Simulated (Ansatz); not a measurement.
Frontier orbitals of `CO[SiH2][SiH3]`.

| atom | x (Å) | y (Å) | z (Å) |
| --- | --- | --- | --- |
| C1 | -0.316 | 1.929 | 1.196 |
| O2 | -0.519 | 0.652 | 0.635 |
| Si3 | 0.587 | -0.058 | -0.358 |
| Si4 | -0.282 | -2.140 | -0.973 |
| H5 | -1.184 | 2.175 | 1.810 |
| H6 | -0.210 | 2.695 | 0.418 |
| H7 | 0.578 | 1.949 | 1.830 |
| H8 | 0.837 | 0.798 | -1.557 |
| H9 | 1.899 | -0.205 | 0.342 |
| H10 | 0.684 | -2.824 | -1.876 |
| H11 | -1.573 | -1.978 | -1.692 |
| H12 | -0.500 | -2.992 | 0.226 |

Total charge 0; spin multiplicity 1. All single points use the PBE0-D4/def2-TZVP geometry. It is one conformer, not always the lowest. Basis def2-TZVPP, Ansatz.

Orbital energies of one run (eV). Highest occupied ones, from the top: -7.02, -7.21, -8.03, -8.56, -8.83, -9.18, -11.24, -11.53, -11.59, -13.16, -14.39, -17.93, -26.77, -96.15. Empty: -0.77, -0.11, 0.50, 0.93, 1.16, 1.93.

Which functional gave them?
A. PBE0
B. r2SCAN
C. BLYP
D. r2SCANh

B. HOMO energies: r2SCAN -7.02, r2SCANh -7.58, BLYP -6.60, PBE0 -8.12 eV.
